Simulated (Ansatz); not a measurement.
AlF₄ (SMILES [F][Al-]([F])([F])[F]), charge -1, singlet, geometry from GFN2-xTB (such geometries of metal compounds can be far from the true shape) (a gas-phase anion, which may not be bound at this level). Base run: HF/3-21G run with Ansatz (a quantum-chemistry and plane-wave program).

Input for Ansatz:
Ansatz 0.2 input:
```yaml
crystal:
  periodic: [false, false, false]
  atoms:
    - {symbol: Al, position_ang: [-0.00000000, 0.00000000, -0.00000000]}
    - {symbol: F, position_ang: [1.58679882, -0.29963334, -0.47610446]}
    - {symbol: F, position_ang: [0.00001338, 0.79617763, 1.48340395]}
    - {symbol: F, position_ang: [-0.75975736, 0.96255905, -1.15353150]}
    - {symbol: F, position_ang: [-0.82705485, -1.45910335, 0.14623202]}
basis:
  gaussian:
    orbitals: 3-21G.json
hamiltonian:
  xc: hf
total_charge: -1
```
The basis file holds 3-21G in the JSON format of the Basis Set Exchange.

The base run was repeated with changes; each row names its change, and settings that it needs were set with it.

| change | E (Eh) |
|---|---|
| base | -636.59131 |
| functional = blyp | -638.58078 |
| functional = BHLYP | -638.53161 |
| functional = PBE0-DH | -638.07434 |
| functional = lc_wpbe | (withheld) |
| functional = revpbe | -638.41668 |
| functional = wB97M-V | -638.55245 |
| functional = B2GP-PLYP | (withheld) |
| functional = PBE-QIDH | -637.86919 |
| functional = b3lyp5 | (withheld) |
| functional = pbe | -638.10026 |
| functional = b3lyp; dispersion = d3bj | -638.66248 |
| functional = B97M-V | (withheld) |

**Question.** Complete the blanks.

**Answer.** 
- functional = lc_wpbe, E (Eh): -638.31770
- functional = B2GP-PLYP, E (Eh): -638.03682
- functional = b3lyp5, E (Eh): -638.46784
- functional = B97M-V, E (Eh): -638.44404

Totals shift with the method and basis; they matter in differences.

A gas-phase anion may not be bound at this level; its values then depend on the basis.
